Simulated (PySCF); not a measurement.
Isomers of C7H8NO (doublet state), one GFN2-xTB conformer each. Single-point energies are computed at B3LYP/pcH-1 (PySCF, gas phase, no added dispersion term), electronic only. GFN2-xTB treats the open shell by occupation alone, and not every SCF solution was tested for stability.

```tsv
SMILES	GFN2-xTB relative energy (kcal/mol)
C=[C]C(=O)NCC#CC	69.3
C#CC(=O)[N]CC1CC1	69.6
N#CCO[C@@H]1C[C@@]12[CH]C2	90.3
C#C[C@@H]1CC[N]C(=O)C1	34.9
[CH]1NC=CC2=C1COC2	0.0
C#CC(=O)NC/C=[C]\C	78.4
```

Conformers: `[CH2:1]=[C:2][C:3](=[O:4])[NH:5][CH2:6][C:7]#[C:8][CH3:9]` (doublet state) with C1–C2–C3–O4 72°, C2–C3–N5–C6 170°, C3–N5–C6–C7 -111°; `[CH:1]#[C:2][C:3](=[O:4])[N:5][CH2:6][CH:7]1[CH2:8][CH2:9]1` (doublet state) with C2–C3–N5–C6 180°, C3–N5–C6–C7 -55°, N5–C6–C7–C8 -85°; `[N:1]#[C:2][CH2:3][O:4][C@@H:5]1[CH2:6][C@@:7]12[CH:8][CH2:9]2` (doublet state) with C2–C3–O4–C5 177°, C3–O4–C5–C6 -81°; `[CH:1]#[C:2][C@@H:3]1[CH2:4][CH2:5][N:6][C:7](=[O:8])[CH2:9]1` (doublet state) with C2–C3–C4–C5 178°, C3–C4–C5–N6 50°, C4–C5–N6–C7 -21°, C5–N6–C7–O8 -179°; `[CH:1]1[NH:2][CH:3]=[CH:4][C:5]2=[C:6]1[CH2:7][O:8][CH2:9]2` (doublet state) with C6–C1–N2–C3 6°, C1–N2–C3–C4 -7°, C3–C4–C5–C6 2°, C5–C6–C7–O8 8°; `[CH:1]#[C:2][C:3](=[O:4])[NH:5][CH2:6]/[CH:7]=[C:8]\[CH3:9]` (doublet state) with C2–C3–N5–C6 -175°, C3–N5–C6–C7 94°, N5–C6–C7–C8 -85°.

What does B3LYP/pcH-1 give for the same structures?

```
                    SMILES  B3LYP/pcH-1 E (Eh)  B3LYP/pcH-1 (kcal/mol)  GFN2-xTB (kcal/mol)  point group
        [CH]1NC=CC2=C1COC2          -401.48961                     0.0                  0.0            –
    C#C[C@@H]1CC[N]C(=O)C1          -401.42095                    43.1                 34.9           C1
          C=[C]C(=O)NCC#CC          -401.41745                    45.3                 69.3           C1
        C#CC(=O)NC/C=[C]\C          -401.40979                    50.1                 78.4           C1
         C#CC(=O)[N]CC1CC1          -401.38492                    65.7                 69.6           C1
N#CCO[C@@H]1C[C@@]12[CH]C2          -401.37081                    74.5                 90.3           C1
```

Both levels put the same isomer lowest; measured from each level's own lowest isomer, the values differ by up to 28.3 kcal/mol (C#CC(=O)NC/C=[C]\C: 78.4 against 50.1). As drawn, the lowest has an N–H bond, which the highest lacks; the highest has a three-membered ring and a quaternary carbon, which the lowest lacks. Neighbours under 5.0 kcal/mol apart (C#C[C@@H]1CC[N]C(=O)C1 and C=[C]C(=O)NCC#CC; C=[C]C(=O)NCC#CC and C#CC(=O)NC/C=[C]\C) can change places with a better method, another conformer or zero-point energy.
